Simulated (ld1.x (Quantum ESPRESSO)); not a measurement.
# What the settings do to the PAW potential of titanium

Base potential:

Ti (Z = 22), PAW, made with ld1.x (Quantum ESPRESSO) 7.5 (PBEsol, scalar-relativistic). Core [Ne], reference 3s2 3p6 3d2.5 4s1.5 4p0. Waves: 3s (bound): rcut 1.35, rcutus 1.70 bohr; 4s (bound): rcut 1.35, rcutus 1.70 bohr; 3p (bound): rcut 1.50, rcutus 1.70 bohr; 4p (bound, empty): rcut 1.50, rcutus 1.70 bohr; 3d (bound): rcut 1.70, rcutus 2.10 bohr; 3d channel at 4.3 Ry: rcut 1.70, rcutus 2.10 bohr. Local part: all-electron potential smoothed inside 1.55 bohr (lloc = -1). Core correction: Bessel-smoothed model core, default radius (core density twice the valence density). Augmentation charge: BESSEL, radius 1.20 bohr.

Cutoffs, loose and tight: the cutoffs (Ry, on a coarse ladder) from which the occupation-weighted sum of valence levels, in a spherical-Bessel basis at the reference potential, stays within 10 and 1 mRy of its value at 400 Ry. They do not see the model core or the augmentation charge, which bear on the density cutoff. Test errors are all-electron minus pseudo excitation energies from the reference, over the configurations 3s2 3p6 3d2 4s2 4p0; 3s2 3p6 3d2 4s1 4p0; 3s2 3p6 3d2 4s0 4p0; 3s2 3p6 3d2 4s1 4p1; 3s2 3p6 3d1 4s2 4p0; 3s1 3p6 3d2 4s2 4p0; 3s2 3p6 3d3 4s1 4p0. A dash means not determined; rows that change the core or the reference have their own tests. The largest error is taken over the tests solved by every variant that gives reliable tests at all: 3s2 3p6 3d2 4s1 4p0; 3s2 3p6 3d2 4s1 4p1; 3s2 3p6 3d2 4s2 4p0.

Cutoffs are not given where the Bessel-basis levels miss the radial ones by over 6 mRy, ghosts where they miss by over 20 mRy; a channel whose overlap is not positive is not tested.

A file whose overlap is not positive is unfit for use, and its test errors describe a broken file.

```csv
change,outcome,"cutoff, loose","cutoff, tight",bound ghosts,largest test error (meV)
base,generated,30 Ry,50 Ry,none,+2.8
"waves 3s (bound): rcut 1.12, rcutus 1.18 bohr; 4s (bound): rcut 1.12, rcutus 1.18 bohr",generated,30 Ry,50 Ry,none,+2.9
"waves 3s (bound): rcut 1.32, rcutus 1.40 bohr; 4s (bound): rcut 1.32, rcutus 1.40 bohr","generated, overlap not positive",–,–,not determined (overlap not positive),+39
"waves 3s (bound): rcut 1.35, rcutus 1.64 bohr; 4s (bound): rcut 1.35, rcutus 1.64 bohr",generated,30 Ry,50 Ry,none,+2.7
"waves 3s (bound): rcut 1.35, rcutus 1.80 bohr; 4s (bound): rcut 1.35, rcutus 1.80 bohr",generated,30 Ry,50 Ry,none,+2.9
"waves 3s (bound): rcut 1.35, rcutus 2.00 bohr; 4s (bound): rcut 1.35, rcutus 2.00 bohr","generated, overlap not positive",–,–,not determined (overlap not positive),+2.8
"waves 3s (bound): rcut 1.35, rcutus 2.24 bohr; 4s (bound): rcut 1.35, rcutus 2.24 bohr","generated, overlap not positive",–,–,not determined (overlap not positive),+3.4
"waves 3s (bound): rcut 1.35, rcutus 2.58 bohr; 4s (bound): rcut 1.35, rcutus 2.58 bohr","generated, overlap not positive",–,–,not determined (overlap not positive),test run stopped at test 1 of 7 (negative rho)
```

Reading the sweep of the s radius (base included, trends over the rows without a ghost): The loose cutoff stays near 30 Ry. The median size of the test errors (rows with all tests solved) stays near 1.6 meV.
